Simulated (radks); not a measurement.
Valence configurations of the cerium ion Ce3+ (all share [Xe]). Method: scalar-relativistic Kohn-Sham, PBEsol, spin-polarised, spherical densities, finite nucleus; open shells are filled with parallel spins first (spin-orbit coupling, left out, can overturn this in heavy ions); Fermi nuclear charge, rms radius 4.8771 fm; computed with a radial shooting solver on a logarithmic mesh with Libxc functionals. Energies are relative to 4f1; eigenvalues in eV for spin up.

valence,E (eV),moment (Bohr magnetons),e(4f),e(5d),e(6p),e(6s)
4f1,0.000,1,-29.021,-,-,-
4f0.5 5d0.5,3.181,1,-32.133,-24.777,-,-
5d1,7.438,1,-,-25.816,-,-
6s1,11.621,1,-,-,-,-23.438
6p1,16.511,1,-,-,-19.062,-

NIST lists [Xe] 4f1 as the ground configuration; this level of theory agrees among the configurations tried. The energies are those of spherical high-spin densities, not of single terms.
